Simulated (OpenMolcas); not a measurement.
## Si I: the spin-orbit constant, Slater's ratio, thermal populations, worked from levels

```
Program             : OpenMolcas 26.06
Basis               : ANO-RCC-VTZP [5s4p2d1f]
Scalar Hamiltonian  : DKH2, point nucleus
Active space        : 4 electrons in 4 orbitals (3s 3p)
State averaging     : 2S+1 = 3 even, 3 roots; 2S+1 = 1 even, 6 roots; 2S+1 = 5 odd, 1 root; 2S+1 = 3 odd, 5 roots
Spin-orbit coupling : RASSI with atomic mean-field integrals over the reference wave functions, term energies averaged over their components
```

Methods: CASSCF; SS-CASPT2, IPEA 0.25 Eh, imaginary shift 0.1 Eh (closed shells correlated: 2s 2p). Measured levels: NIST Handbook of Basic Atomic Spectroscopic Data.

**The spin-orbit constant.** For the Hund term ³P of p2, E(J) = (A/2) J(J+1) + constant and ζ = 2S·A = 2A. From J = 0 to J = 2 the energy changes by 3 A.

```csv
Source,E(2) - E(0),A,ζ
CASSCF,194.8,64.9,130
SS-CASPT2,194.7,64.9,130
measured,223.2,74.4,149
```

All in cm-1. SS-CASPT2 is off by -12.8 % and CASSCF by -12.7 %. Both methods take the spin-orbit matrix elements from the reference wave functions, so the second can move ζ only through the term energies and any multistate remixing. Second-order mixing with other terms is absorbed into this ζ.

**Slater's ratio.** With one set of orbitals, p2 has ¹D - ³P = 6 F2 and ¹S - ¹D = 9 F2 (F2 = F²/25), a ratio of 3/2. Term energies are centres of gravity, weighted by 2J + 1.

```json
{"Source": "CASSCF", "¹D - ³P": "8718", "¹S - ³P": "15438", "F2 from the first": "1453", "Ratio": "0.771"}
{"Source": "SS-CASPT2", "¹D - ³P": "5828", "¹S - ³P": "13695", "F2 from the first": "971", "Ratio": "1.350"}
{"Source": "measured", "¹D - ³P": "6149", "¹S - ³P": "15245", "F2 from the first": "1025", "Ratio": "1.479"}
```

Energies in cm-1. A ratio away from 3/2 shows effects beyond one configuration with one set of orbitals, and in heavier atoms second-order spin-orbit shifts. In CASSCF the valence s occupation is 1.89 in ¹S against 1.97 in ¹D: mixing out of s² acts most on ¹S and pulls it down.

**Thermal populations.** Z = Σ (2J + 1) exp(-E/kT) with k = 0.695035 cm-1/K, over the levels below. No other level of either list lies under 39600 cm-1, which is above 7 kT at each temperature.

```csv
Level,2J + 1,SS-CASPT2,measured
3s² 3p² ³P₀,1,0.0,0.0
3s² 3p² ³P₁,3,67.0,77.1
3s² 3p² ³P₂,5,195,223
3s² 3p² ¹D₂,5,5960,6299
3s² 3p² ¹S₀,1,13830,15394
3s 3p³ ⁵S°₂,5,29560,33326
```

```json
{"T (K)": "3000", "Z, SS-CASPT2": "8.747", "Z, measured levels": "8.628", "Ground level (%), SS-CASPT2": "11.4", "Ground level (%), measured levels": "11.6"}
{"T (K)": "5000", "Z, SS-CASPT2": "9.589", "Z, measured levels": "9.452", "Ground level (%), SS-CASPT2": "10.4", "Ground level (%), measured levels": "10.6"}
{"T (K)": "8000", "Z, SS-CASPT2": "10.611", "Z, measured levels": "10.448", "Ground level (%), SS-CASPT2": "9.4", "Ground level (%), measured levels": "9.6"}
```

At 8000 K, kT = 5560 cm-1, and the computed levels give Z = 1.000 + 2.964 + 4.828 + 1.712 + 0.083 + 0.025 = 10.611.

Term energies are means over components that CASPT2 splits; among the terms shown or strongly mixed into the levels shown the widest spread is 22 cm-1 (3s² 3p² ¹D, SS-CASPT2). Over all roots computed the reference weight is 0.86 to 0.98 in SS-CASPT2; the roots of lowest weight are the least certain, and an intruder state may touch them. Terms of s pⁿ other than that of highest spin mix with s² pⁿ⁻² d, which this space lacks; all of them can be thousands of cm-1 off, and some have no real level of that name. Without dynamic correlation excited terms often stand tens of per cent too high (terms of higher spin than the ground term too low), and those without a measured partner can miss by more than the paired ones (holds for CASSCF). Computed and measured levels are paired by configuration, term and J; levels that our copy of the source lacks, or whose pairing is in doubt (as where it misses far off the trend of its configuration), stay unpaired and out of the deviations. Only configurations of the active space appear.

° marks odd parity.
